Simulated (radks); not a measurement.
Q: These are the eigenvalues of the occupied orbitals of an atom or ion with whole-number occupations (eV). Calculated with a radial shooting solver on a logarithmic mesh with Libxc functionals: scalar-relativistic Kohn-Sham, SOGGA, spin-polarised, spherical densities, finite nucleus; Fermi nuclear charge, rms radius of each element as measured or else 0.836 A^(1/3) + 0.57 fm.

| orbital | eigenvalue |
|---|---|
| 1s up | -44997.13 |
| 1s down | -44997.13 |
| 2s up | -7315.658 |
| 2s down | -7315.631 |
| 2p up | -6534.494 |
| 2p down | -6534.476 |
| 3s up | -1595.007 |
| 3s down | -1593.544 |
| 3p up | -1349.655 |
| 3p down | -1348.201 |
| 3d up | -1012.828 |
| 3d down | -1011.701 |
| 4s up | -317.9218 |
| 4s down | -314.1900 |
| 4p up | -237.4147 |
| 4p down | -233.6681 |
| 4d up | -123.6689 |
| 4d down | -119.9115 |
| 5s up | -42.6236 |
| 5s down | -40.3195 |
| 5p up | -23.2404 |
| 5p down | -21.4898 |
| 6s up | -3.5631 |
| 6s down | -3.3456 |
| 4f up | -3.1210 |

Which element is it, and in what charge state? The configuration may be excited. Open shells, if any, are filled with parallel spins first.

A: Z = 61, promethium, charge 0: Pm in [Xe] 4f5 6s2. The list shows which subshells hold electrons but not how many an open one holds; the 1s level, -1653.6 hartree, gives Z - s = 57.5 by -(Z - s)^2/2, which with screening and relativity narrows Z to a few neighbours, and the depths of the outer levels then fix element, charge and occupations together.
